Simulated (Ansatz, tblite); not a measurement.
Removing and adding an electron: Si37H51, a nanocrystal with a defect cut from the lattice of silicon (one cap removed). The state is a doublet with charge 0. Geometry: PBE-D4/def2-SVP. Ansatz, gas phase; energy differences of separate SCF runs; the oxidised species was run as a singlet alone; the reduced species was run as a singlet alone.

Cartesian coordinates in Å:
```
Si 6.347 0.374 1.859
Si 4.730 1.948 -1.330
Si 4.025 -1.735 -0.201
Si 2.764 -0.582 3.134
Si 1.846 -4.181 4.731
Si 3.245 3.507 -4.588
Si 2.332 -0.027 -3.716
Si 1.240 1.006 -0.107
Si -0.349 2.562 -3.333
Si -1.184 -0.940 -2.456
Si 0.500 -2.642 1.042
Si -0.809 -1.296 4.383
Si -2.280 0.061 1.128
Si -2.976 -3.591 2.338
Si -3.174 0.889 -5.692
Si -3.840 1.769 -1.914
Si -4.716 -1.833 -1.275
Si -5.724 -0.865 2.335
Si 4.069 1.554 -3.555
Si 5.612 -0.004 -0.350
Si 4.609 0.864 3.378
Si 2.882 2.684 -0.083
Si 2.105 -0.936 0.899
Si 3.500 -2.617 4.086
Si 1.068 0.114 4.610
Si -0.144 -3.222 5.566
Si 1.215 4.292 -3.675
Si -1.120 2.048 -5.508
Si 0.553 0.632 -2.326
Si -0.619 1.721 1.135
Si -2.255 3.473 -2.295
Si -2.975 -0.262 -1.094
Si -1.402 -1.852 2.172
Si -4.121 0.830 2.388
Si -4.915 -2.780 3.412
Si -4.777 1.460 -4.055
Si -6.488 -1.191 0.147
H 7.379 1.475 1.890
H 7.008 -0.898 2.336
H 5.810 3.006 -1.335
H 4.607 -2.852 0.631
H 3.669 -2.302 -1.550
H 2.441 -5.025 5.833
H 1.519 -5.105 3.588
H 4.282 4.603 -4.547
H 2.979 3.172 -6.037
H 2.793 -1.418 -3.369
H 1.830 -0.046 -5.139
H -0.732 -2.326 -2.081
H -1.650 -0.988 -3.889
H 1.106 -3.772 1.835
H 0.122 -3.188 -0.309
H -2.012 -0.699 5.075
H -2.357 -4.722 3.126
H -3.324 -4.115 0.970
H -2.944 -0.599 -5.677
H -3.759 1.237 -7.041
H -4.927 2.249 -0.980
H -4.224 -3.206 -0.899
H -5.170 -1.879 -2.715
H 5.273 1.075 -4.335
H 6.795 -0.461 -1.173
H 4.184 2.303 3.244
H 5.139 0.675 4.779
H 3.281 2.972 1.341
H 2.313 3.949 -0.670
H 4.499 -3.300 3.185
H 4.227 -2.223 5.351
H 1.618 -0.112 6.001
H 0.750 1.579 4.481
H 0.125 -2.794 6.989
H -1.231 -4.268 5.595
H 0.599 5.261 -4.656
H 1.471 5.044 -2.395
H -0.064 1.304 -6.289
H -1.325 3.384 -6.184
H -1.166 2.994 0.545
H -0.200 2.019 2.551
H -1.919 4.278 -1.069
H -2.862 4.417 -3.308
H -3.673 1.119 3.798
H -4.647 2.104 1.775
H -4.538 -2.409 4.824
H -5.980 -3.847 3.467
H -5.388 2.780 -4.463
H -5.874 0.424 -4.044
H -7.038 0.117 -0.366
H -7.593 -2.217 0.118
```

The xTB rows come from tblite. B3LYP takes the VWN-RPA correlation. Single mean-field runs in def2-SVP are fitted with def2-universal-jkfit.

```
            level  −HOMO (eV)  vertical IE (eV)  −LUMO (eV)  vertical EA (eV)  HOMO–LUMO gap (eV)  IE − EA (eV)
         GFN2-xTB           –              9.22           –              6.21                   –          3.01
  PBE-D4/def2-SVP        4.96              6.56        3.97              2.54                0.99          4.02
B3LYP-D4/def2-SVP        5.62              6.85        3.47              2.50                2.15          4.34
```

Question: Estimate the rows for GFN1-xTB, PBE0-D4/def2-SVP.

Answer: 
```csv
level,−HOMO (eV),vertical IE (eV),−LUMO (eV),vertical EA (eV),HOMO–LUMO gap (eV),IE − EA (eV)
GFN1-xTB,–,11.41,–,–,–,–
PBE0-D4/def2-SVP,5.92,6.94,3.29,2.49,2.63,4.45
```

   HOMO and LUMO are the levels of the spin that leaves or enters (xTB has no such levels and no spin-polarisation term). Other spin states of the ions may lie lower, which would lower the ionisation energy or raise the affinity. Raw xTB energy differences between charge states are shifted by several eV; the methods need an empirical correction for them. Sets without diffuse functions give affinities that are too small.
